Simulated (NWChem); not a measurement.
System: C2H2F, doublet; SMILES [CH]=CF

Input file for NWChem:

```
start job
memory heap 200 mb stack 900 mb global 1100 mb
geometry units angstroms
  C      0.171229     1.262372     0.000000
  C     -0.431031     0.096612     0.000000
  F      0.215200    -1.075304     0.000000
  H      1.156898     1.718762     0.000000
  H     -1.520051    -0.027772     0.000000
end
basis spherical
  * library 3-21g
end
dft
  odft
  mult 2
  xc b3lyp
  iterations 150
end
driver
  maxiter 120
end
task dft optimize
task dft freq
```

Parts of the log:

```
             Northwest Computational Chemistry Package (NWChem) 7.3.0
             --------------------------------------------------------

 CS  symmetry detected

                             Geometry "geometry" -> ""
                             -------------------------

 Output coordinates in angstroms (scale by  1.889725989 to convert to a.u.)

  No.       Tag          Charge          X              Y              Z
 ---- ---------------- ---------- -------------- -------------- --------------
    1 C                    6.0000     0.17816735     1.25405024     0.00000000
    2 C                    6.0000    -0.43112807     0.09195189     0.00000000
    3 F                    9.0000     0.20800749    -1.08384884     0.00000000
    4 H                    1.0000     1.16657699     1.70447404     0.00000000
    5 H                    1.0000    -1.52088002    -0.02584727     0.00000000

 Effective nuclear repulsion energy (a.u.)      60.9343136705

      Symmetry information
      --------------------

 Group name             Cs
 Group number              2
 Group order               2
 No. of unique centers     5

                                Z-matrix (autoz)
                                --------

 Units are Angstrom for bonds and degrees for angles

      Type          Name      I     J     K     L     M      Value
      ----------- --------  ----- ----- ----- ----- ----- ----------
    1 Stretch                  1     2                       1.31214
    2 Stretch                  1     4                       1.08620
    3 Stretch                  2     3                       1.33828
    4 Stretch                  2     5                       1.09610
    5 Bend                     1     2     3               123.80431
    6 Bend                     1     2     5               123.83786
    7 Bend                     2     1     4               142.16732
    8 Bend                     3     2     5               112.35783
    9 Torsion                  3     2     1     4           0.00000
   10 Torsion                  4     1     2     5         180.00000

                           NWChem Geometry Optimization
                           ----------------------------

 maximum gradient threshold         (gmax) =   0.000450
 rms gradient threshold             (grms) =   0.000300
 maximum cartesian step threshold   (xmax) =   0.001800
 rms cartesian step threshold       (xrms) =   0.001200
 fixed trust radius                (trust) =   0.300000
 source of zmatrix                         =   autoz

          -------------------
          Energy Minimization
          -------------------

 Using diagonal initial Hessian
 Scaling for Hessian diagonals: bonds = 1.00  angles = 0.25  torsions = 0.10

          --------
          Step   0

                                 NWChem DFT Module
                                 -----------------

 Summary of "ao basis" -> "ao basis" (spherical)
 ------------------------------------------------------------------------------
       Tag                 Description            Shells   Functions and Types
 ---------------- ------------------------------  ------  ---------------------
 C                           3-21g                   5        9   3s2p
 F                           3-21g                   5        9   3s2p
 H                           3-21g                   2        2   2s

      Symmetry analysis of basis
      --------------------------

        a'         25
        a"          6

            General Information
            -------------------
          SCF calculation type: DFT
          Wavefunction type:  spin polarized.
          No. of atoms     :     5
          No. of electrons :    23
           Alpha electrons :    12
            Beta electrons :    11
          Charge           :     0
          Spin multiplicity:     2
          Use of symmetry is: on ; symmetry adaption is: on
          Maximum number of iterations: 150
          AO basis - number of functions:    31
                     number of shells:    19
          Convergence on energy requested:  1.00D-06
          Convergence on density requested:  1.00D-05
          Convergence on gradient requested:  5.00D-04

              XC Information
              --------------
                         B3LYP Method XC Potential
                     Hartree-Fock (Exact) Exchange  0.200
                        Slater Exchange Functional  0.800 local
                    Becke 1988 Exchange Functional  0.720 non-local
              Lee-Yang-Parr Correlation Functional  0.810
                  VWN I RPA Correlation Functional  0.190 local

[...]

      ----------------------
      Optimization converged
      ----------------------

  Step       Energy      Delta E   Gmax     Grms     Xrms     Xmax
  ---- ---------------- -------- -------- -------- -------- --------
@    4    -176.16343473 -7.6D-07  0.00012  0.00006  0.00073  0.00176
                                     ok       ok       ok       ok

                                Z-matrix (autoz)
                                --------

 Units are Angstrom for bonds and degrees for angles

      Type          Name      I     J     K     L     M      Value     Gradient
      ----------- --------  ----- ----- ----- ----- ----- ---------- ----------
    1 Stretch                  1     2                       1.30459    0.00006
    2 Stretch                  1     4                       1.07412    0.00003
    3 Stretch                  2     3                       1.39078    0.00008
    4 Stretch                  2     5                       1.08441    0.00001
    5 Bend                     1     2     3               124.78119   -0.00004
    6 Bend                     1     2     5               123.26275    0.00007
    7 Bend                     2     1     4               142.71463   -0.00012
    8 Bend                     3     2     5               111.95606   -0.00003
    9 Torsion                  3     2     1     4           0.00000    0.00000
   10 Torsion                  4     1     2     5         180.00000    0.00000

                         Geometry "geometry" -> "geometry"
                         ---------------------------------

 Output coordinates in angstroms (scale by  1.889725989 to convert to a.u.)

  No.       Tag          Charge          X              Y              Z
 ---- ---------------- ---------- -------------- -------------- --------------
    1 C                    6.0000     0.17612589     1.25823195     0.00000000
    2 C                    6.0000    -0.42957619     0.10277867     0.00000000
    3 F                    9.0000     0.21379553    -1.13024825     0.00000000
    4 H                    1.0000     1.14920905     1.71303419     0.00000000
    5 H                    1.0000    -1.50881055    -0.00301650     0.00000000

 Effective nuclear repulsion energy (a.u.)      59.9836548285

      Symmetry information
      --------------------

 Group name             Cs
 Group number              2
 Group order               2
 No. of unique centers     5

                Final and change from initial internal coordinates
                --------------------------------------------------

                                Z-matrix (autoz)
                                --------

 Units are Angstrom for bonds and degrees for angles

[...]

 Rotational Constants
 --------------------
 A=   2.385690 cm-1  (  3.432399 K)
 B=   0.365703 cm-1  (  0.526154 K)
 C=   0.317096 cm-1  (  0.456220 K)

 Temperature                      =   298.15K
 frequency scaling parameter      =   1.0000

 Zero-Point correction to Energy  =   19.227 kcal/mol  (  0.030641 au)
 Thermal correction to Energy     =   21.359 kcal/mol  (  0.034037 au)
 Thermal correction to Enthalpy   =   21.951 kcal/mol  (  0.034981 au)

 Total Entropy                    =   60.212 cal/mol-K
   - Translational                =   37.322 cal/mol-K (mol. weight =  45.0140)
   - Rotational                   =   21.285 cal/mol-K (symmetry #  =        1)
   - Vibrational                  =    1.606 cal/mol-K

 Cv (constant volume heat capacity) =    9.819 cal/mol-K
   - Translational                  =    2.979 cal/mol-K
   - Rotational                     =    2.979 cal/mol-K
   - Vibrational                    =    3.860 cal/mol-K

[normal modes left out]

 ----------------------------------------------------------------------------
 Normal Eigenvalue ||           Projected Infra Red Intensities
  Mode   [cm**-1]  || [atomic units] [(debye/angs)**2] [(KM/mol)] [arbitrary]
 ------ ---------- || -------------- ----------------- ---------- -----------
    1       -0.000 ||    0.000376           0.009         0.367       0.189
    2       -0.000 ||    0.000038           0.001         0.037       0.019
    3       -0.000 ||    0.000305           0.007         0.298       0.153
    4       -0.000 ||    0.000417           0.010         0.406       0.209
    5       -0.000 ||    0.000652           0.015         0.635       0.327
    6        0.000 ||    0.000127           0.003         0.124       0.064
    7      432.340 ||    0.016340           0.377        15.929       8.198
    8      697.197 ||    0.063658           1.469        62.057      31.939
    9      795.542 ||    0.020216           0.466        19.708      10.143
   10      922.236 ||    0.042014           0.969        40.957      21.079
   11     1037.864 ||    0.091415           2.109        89.116      45.865
   12     1356.867 ||    0.000880           0.020         0.858       0.442
   13     1683.434 ||    0.046187           1.066        45.025      23.173
   14     3193.697 ||    0.006152           0.142         5.997       3.087
   15     3336.972 ||    0.010191           0.235         9.935       5.113
 ----------------------------------------------------------------------------
```

Level: B3LYP/3-21G, spin-unrestricted. In the optimisation the excess spin sits in a' (Cs, its own frame). No stability test was run on the SCF state. B3LYP is NWChem's, with the RPA form of VWN correlation.
